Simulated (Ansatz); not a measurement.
The cluster Pt₂Au⁺. Charge 1, multiplicity 3. Geometry PBE0-D4/def2-TZVP, that of the neutral doublet; atoms count from 1.

```xyz
3

Pt    1.4196    0.1087    0.3131
Pt   -0.3583   -0.3814   -1.3606
Au   -1.0613    0.2727    1.0475
```

In the def2 sets Au, Pt take a core potential; there is no spin–orbit coupling. The structure comes from a short search, and lower isomers may exist.

Q: Estimate the Mulliken populations from the PBE0/def2-TZVP orbitals of Ansatz.

A: 
```csv
atom,charge (e),spin (α − β),d electrons
Pt1,0.17,0.96,8.86
Pt2,0.17,0.96,8.86
Au3,0.66,0.09,9.73
```
Mulliken values and Mayer orders depend strongly on the basis.

Q: Where does the spin sit?

A: Summed by element: Pt 1.91, Au 0.09, of 2 unpaired in all. Largest on single atoms: Pt1 0.96, Pt2 0.96, Au3 0.09.

Q: And the Mayer bond orders between bonded heavy atoms (over 0.3)?

A: Pt1–Pt2 1.61 (2.49 Å); Pt1–Au3 0.64 (2.59 Å); Pt2–Au3 0.64 (2.59 Å).
